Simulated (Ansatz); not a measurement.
Reaction (hydrogenolysis of a Ga–B bond): `[NH2][Ga]([SiH3])[BH]F` + H₂ → `[NH2][GaH][SiH3]` + `BF`

Calculated with Ansatz (gas phase, PBE0-D4/def2-TZVP geometries, no zero-point term in ΔE). CCSD(T)/CBS adds triple-zeta CCSD(T) − MP2 to the extrapolated MP2 energy (def2 sets, frozen cores). This one scheme is used for every species. DFT in def2-TZVPP. For Ga outer-core shells are correlated without core-valence functions, which leaves a few kJ/mol of doubt a bond. Scalar relativity is left out up to krypton. Each species was taken in one conformer, which may not be the lowest.

```csv
level,ΔE (kJ/mol),difference from CCSD(T)/CBS
B97M-V,-52.5,-9.5
r2SCAN0-D4,-45.9,-2.9
PBE-QIDH,-48.1,-5.1
PBE,-36.4,6.6
revPBE,-37.4,5.6
BHLYP,-59.7,-16.7
HF/def2-SVP,-80.9,-37.9
MP2/def2-SVP,-57.8,-14.8
MP2/def2-TZVPP,-46.0,-3.0
SCS-MP2/def2-QZVPP,-50.3,-7.3
CCSD(T)/CBS,-43.0,0
```

Largest T1 diagnostic among the species: 0.015.

Leaving LDA and LC-ωPBE aside and taking each functional with its dispersion term where it has one, the values, not all of them listed here, spread over 22.2 kJ/mol, from BHLYP-D4 to revPBE-D4. In def2-TZVPP, CCSD(T) changes the Hartree–Fock value by +30.1 kJ/mol (the triples alone add +4.9 kJ/mol) and MP2 by +29.6 kJ/mol. The D4 term adds +6.4 kJ/mol with B3LYP and +3.7 kJ/mol with PBE0; it sums over pairs of atoms, weighted by their polarisabilities, and B3LYP, whose exchange is more repulsive, gets the larger term.

CCSD(T)/CBS has its own doubt, a few kJ/mol and more with outer-core shells, so smaller differences from it don't rank the levels.

B3LYP here is the variant with VWN-RPA as its local correlation; programs differ in this.
